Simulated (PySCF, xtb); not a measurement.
(E)-3-chloropent-3-en-1-yne (C₅H₅Cl), SMILES C(#C)/C(Cl)=C\C.

xtb with GFN2-xTB at its own geometry gives an orbital gap of 3.83 eV and a dipole moment of 1.99 D.

Coordinates come from a B3LYP-D3(BJ)/def2-SVP optimisation.

Problem. What does M06-2X/def2-TZVP (PySCF) give? (The exact figures need the calculation; the answer reports its results.)

Solution. gap 7.82 eV (levels -8.10 and -0.28 eV), dipole 2.12 D.
